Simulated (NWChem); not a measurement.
## Total energies of C3H3

SMILES: [CH]=C=C
```xyz
6

C      0.0000     0.0000     1.2582
C      0.0000     0.0000    -0.1143
C      0.0000     0.0000    -1.3469
H      0.9390     0.0000     1.8192
H     -0.9390     0.0000     1.8192
H      0.0000     0.0000    -2.4204
```
Charge 0, spin multiplicity 2.

Everything below was run with NWChem. Structure: optimised with UB3LYP/def2-SVP, a minimum by its harmonic frequencies.

Basis set: cc-pVTZ (132 functions).

```json
[
 {"method": "UHF", "total energy (Ha)": "-115.29215", "relative cost": "1"},
 {"method": "UMP2", "total energy (Ha)": "-115.71776", "relative cost": "under 3"},
 {"method": "UB2PLYP", "total energy (Ha)": "-115.93533", "relative cost": "under 3"},
 {"method": "UPBE", "total energy (Ha)": "-115.88498", "relative cost": "under 3"},
 {"method": "UB3LYP", "total energy (Ha)": "-116.04970", "relative cost": "under 3"},
 {"method": "ULDA (SVWN5)", "total energy (Ha)": "-114.94767", "relative cost": "under 3"}
]
```

Total energies of different functionals aren't comparable as a measure of quality: only differences taken within one method are. The cost column gives rough processor time relative to UHF; each entry includes its own SCF.

The correlated methods keep 3 core orbitals frozen. B3LYP has NWChem's definition, with VWN1-RPA local correlation. The structure started from a generated list of species. The unpaired electrons of the parent sit in orbitals of symmetry b2 (C2v labels of the run); other states weren't searched. No SCF solution was tested for a lower state. Open-shell Hartree-Fock references start from PBE0 orbitals; any time given for them includes that run.
